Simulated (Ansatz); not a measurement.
`C#CCOC(=O)C=C` + `O[SiH2]F` → `C#CO[SiH2]F` + `C=CC(=O)OC`  (substitution at a C–C bond)

Computed with Ansatz on PBE0-D4/def2-TZVP structures; ΔE is electronic, products minus reactants. CCSD(T)/CBS is the MP2 limit (def2-TZVPP, def2-QZVPP) plus CCSD(T) − MP2 in def2-TZVPP, frozen cores. DFT in def2-TZVPP. One conformer a species, not always the lowest.

Task: Is it downhill or uphill in electronic energy at CCSD(T)/CBS, and by how much? (Estimate.)

Result: Computed: Uphill: ΔE = +78.8 kJ/mol.

Task: What do these levels give: PBE0-D4, B2PLYP, HF/def2-TZVPP, MP2/def2-TZVPP, HF/def2-QZVPP, SCS-MP2/def2-QZVPP? (An estimate is asked.)

Result: The calculation gave: PBE0-D4 67.6, B2PLYP 71.2, HF/def2-TZVPP 64.4, MP2/def2-TZVPP 81.2, HF/def2-QZVPP 63.8, SCS-MP2/def2-QZVPP 78.6 kJ/mol.

Largest T1 diagnostic among the species: 0.015.

In def2-TZVPP, CCSD(T) changes the Hartree–Fock value by +12.4 kJ/mol (the triples alone add +1.2 kJ/mol) and MP2 by +16.8 kJ/mol.
